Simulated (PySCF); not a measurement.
C₆ coefficients of unlike pairs at PBE

Calculated with PySCF 2.14 from the dipole response of each species, C₆(A,B) = (3/π) ∫ α_A(iu) α_B(iu) du, in atomic units, from isotropic polarisabilities. For ions this is the dispersion term alone; charge-induced terms of lower order in 1/R come first.

```tsv
species	configuration	basis	relativity	α (bohr³)	C₆ (like pair)
Cs	[Xe] 6s1 (2S)	aug-cc-pVTZ-X2C (9s8p6d3f)	spin-free X2C	464.0	8406
Mg	[Ne] 3s2 (1S)	dyall-av3z (20s13p6d4f)	spin-free X2C	73.63	654.2
Zn	[Ar] 3d10 4s2 (1S)	aug-cc-pVDZ-PP with ECP10MDF (5s5p4d2f)	core potential	38.08	269.2
P(3+)	[Ne] 3s2 (1S)	aug-cc-pwCVDZ (6s5p3d)	none	6.682	16.77
```

Q: Estimate C₆ for P(3+) with Cs.

A: The integral gives 245.0. The combination rule 2 C_A C_B / (C_A α_B/α_A + C_B α_A/α_B) gives 219.3 and the geometric mean 375.5.

No spin-orbit coupling is included.

The other pairs:

```
     pair     C₆
   Zn, Cs   1202
P(3+), Zn  64.06
   Zn, Mg  408.8
   Mg, Cs   2075
P(3+), Mg  90.58
```
